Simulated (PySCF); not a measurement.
Spin states and ions at one geometry of Tl(NC)

PySCF 2.14.0, RKS PBE, Tl def2-SVP with ECP60, N def2-SVP, C def2-SVP; non-relativistic Hamiltonian with scalar-relativistic core potentials where named; density fitting; no spin-orbit coupling; singlets restricted, open shells unrestricted. The geometry is relaxed for charge 0, singlet, vacuum:

```xyz
3

Tl    0.0000    0.0000   -0.2410
N     0.0000    0.0000    2.0618
C     0.0000    0.0000    3.2565
```

Energies count from the relaxed state; an electron taken off or put on is at rest in vacuum. Charges and spins are Mulliken's.

Q: Order these states by energy, lowest first.
A. charge 0, triplet, vacuum
B. charge +1, doublet, vacuum
C. charge 0, singlet, vacuum
D. charge -1, doublet, vacuum

A: D (-0.43 eV), C (0.00 eV), A (3.67 eV), B (9.14 eV).

Q: How do charge and spin on the first atom follow?

A: 
```json
{"state": "charge 0, singlet, vacuum", "spin squared": "0.00", "charge on Tl1 (e)": "0.50", "spin on Tl1 (e)": "0.00", "dipole about the centre of mass (D)": "6.56"}
{"state": "charge 0, triplet, vacuum", "spin squared": "2.01", "charge on Tl1 (e)": "0.15", "spin on Tl1 (e)": "1.13", "dipole about the centre of mass (D)": "0.99"}
{"state": "charge +1, doublet, vacuum", "spin squared": "0.76", "charge on Tl1 (e)": "0.89", "spin on Tl1 (e)": "0.14", "dipole about the centre of mass (D)": "2.13"}
{"state": "charge -1, doublet, vacuum", "spin squared": "0.75", "charge on Tl1 (e)": "-0.39", "spin on Tl1 (e)": "0.98", "dipole about the centre of mass (D)": "6.66"}
```

With an electron taken off (doublet) the charges change, summed by element, by Tl +0.39 e, N +0.13 e, C +0.47 e. The vertical ionisation energy is 9.14 eV, against −ε(HOMO) = 5.56 eV of the relaxed state. The level lies 3.6 eV too high, as is usual for semilocal functionals and global hybrids, which keep a self-interaction error.

With an electron put on (doublet) the charges change, summed by element, by Tl -0.89 e, N +0.05 e, C -0.16 e. The vertical electron affinity is 0.43 eV, against −ε(LUMO) = 2.86 eV of the relaxed state. The basis has no diffuse functions, which an added electron needs. The added electron's level lies above zero.

Open shells may have lower solutions than those found. Hard to converge, so the more doubtful: charge 0, triplet, vacuum.
